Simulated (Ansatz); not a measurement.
Molecule: sum formula H3SiO, charge -1, multiplicity 1. 
Structure (B3LYP-D3(BJ)/def2-TZVP (Ansatz, a quantum-chemistry and plane-wave program) minimum search):
```xyz
5

O      1.1374    -0.0225    -0.1527
Si    -0.4128     0.0082     0.0554
H     -1.1164     1.3540    -0.1202
H     -0.9439    -0.4124     1.4259
H     -1.2600    -0.8758    -0.8600
```
Charge -1, spin multiplicity 1.

Basis-set convergence of Hartree-Fock and MP2 correlation energies (hartree) with Ansatz. Cores are frozen in the correlated levels unless marked. Spin-orbit coupling is left out. No relativistic terms.

```tsv
basis	functions	E(HF)	E(corr, MP2)
aug-cc-pV(D+d)Z	82	-365.58253	-0.33520
aug-cc-pV(T+d)Z	170	?	?
```

**Question.** Some entries are withheld; supply them.

**Answer.** 
- aug-cc-pV(T+d)Z, E(HF): -365.61972
- aug-cc-pV(T+d)Z, E(corr, MP2): -0.40357
